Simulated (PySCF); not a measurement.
Static response to an electric field

Compound: C6H6F2.
Cartesian coordinates in Å at the GFN2-xTB level; atoms count from 1:
```
atom  x, y, z in Å
C1     3.0606    0.1046    0.3174
C2     1.8309    0.3254    0.7775
C3     0.6353   -0.0970    0.0950
F4     0.8051   -0.7518   -1.0764
C5    -0.6358    0.0976    0.5123
F6    -0.8066    0.7521    1.6835
C7    -1.8312   -0.3256   -0.1702
C8    -3.0603   -0.1051    0.2913
H9     3.2289   -0.4144   -0.6115
H10    3.9295    0.4361    0.8570
H11    1.6588    0.8454    1.7086
H12   -1.6591   -0.8445   -1.1019
H13   -3.9309   -0.4361   -0.2458
H14   -3.2259    0.4129    1.2211
```

Level: CAM-B3LYP/def2-SVPD (PySCF), static field, nuclei fixed, core orbitals frozen in the response. The polarisability tensor in these axes (au):

```
x   162.46  -0.49  -7.39
y    -0.49  51.17   7.03
z    -7.39   7.03  60.11
```

Q: Diagonalise the tensor; give its mean and Δα, where Δα² is half the sum of the squared differences of the eigenvalues.

A: Principal values 47.22, 63.52 and 163.00 au; mean 91.25 au = 13.52 Å³ = 15.04 × 10⁻⁴⁰ C²·m²/J; Δα = 108.55 au (119 % of the mean).

Q: What is the dipole moment?

A: 0.00 D; point group C2h allows none.

Q: What depolarisation ratio follows for Rayleigh scattering of linearly polarised light, taking the static tensor?

A: ρ = 3Δα²/(45ᾱ² + 4Δα²) = 35350.5/(374687 + 47133.9) = 0.0838.

Q: Find the Langevin capture rate constant for NO+ (29.998 u) meeting this molecule (116.044 u), k = 2.342 × 10⁻⁹ cm³/s × √(α in Å³ / reduced mass in u).

A: The reduced mass is 23.84 u, so k = 1.76 × 10⁻⁹ cm³/s.

Q: Estimate the molar refractivity from the static electronic polarisability.

A: Lorentz–Lorenz: R = (4π/3)N_A α = 2.5225 cm³/(mol·Å³) × 13.52 Å³ = 34.1 cm³/mol, in the limit of long wavelengths.

Geometry: GFN2-xTB, one conformer, isolated molecule.

These values come from a run that also computed excited states. Hardware: one thread of an Arm Neoverse N1 (shared host). Cost: 80 s of wall time, 0.96 GiB resident at most.
